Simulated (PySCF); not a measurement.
A structure optimised at PBE0-D3(BJ)/def2-SVP, used in a PySCF frequency run:

```
C
C 1 1.3447
H 2 1.0904 1 121.23
C 1 1.4551 2 126.96 3 180.00
C 4 1.3381 1 125.66 2 180.00
H 5 1.0919 4 120.57 1 180.00
H 5 1.0926 6 117.99 4 180.00
H 4 1.0941 5 119.98 6 0.00
Cl 1 1.7434 2 116.11 3 0.00
I 2 2.0816 3 113.54 1 180.00
```
Charge 0, spin multiplicity 1.

Write its SMILES, formula and point group.

C=C/C(Cl)=C\I, C4H4ClI, Cs

What are its rotational constants (standard atomic weights)?

3.7192, 0.63283, 0.54081 GHz
